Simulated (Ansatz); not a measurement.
Reaction (hydrogenolysis of a Ga–F bond): `[F][Ga]([F])[F]` + H₂ → `[F][GaH][F]` + H–F

Computed with Ansatz on PBE0-D4/def2-TZVP structures; ΔE is electronic, products minus reactants. CCSD(T)/CBS adds triple-zeta CCSD(T) − MP2 to the extrapolated MP2 energy (def2 sets, frozen cores). This one scheme is used for every species. DFT in def2-TZVPP. For Ga outer-core shells are correlated without core-valence functions, which leaves a few kJ/mol of doubt a bond. Scalar relativity is left out up to krypton.

CCSD(T)/CBS gives +7.3 kcal/mol.

Question: Another level gave +7.7 kcal/mol. Which?
A. BLYP-D4/def2-TZVPP
B. BHLYP/def2-TZVPP
C. PBE0-D4/def2-TZVPP
D. LDA (SPW92)/def2-TZVPP

Answer: B. BHLYP 7.7, PBE0-D4 6.7, BLYP-D4 9.0, LDA (SPW92) 4.9 kcal/mol.

Largest T1 diagnostic among the species: 0.015.

From PBE to PBE0 (25 % exact exchange), in def2-TZVPP and without D4, ΔE moves by −0.7 kcal/mol. Leaving LDA and LC-ωPBE aside and taking each functional with its dispersion term where it has one, the values, not all of them listed here, spread over 3.0 kcal/mol, from PBE0-D4 to r2SCAN-D4. LDA lies −2.3 kcal/mol from PBE without D4.
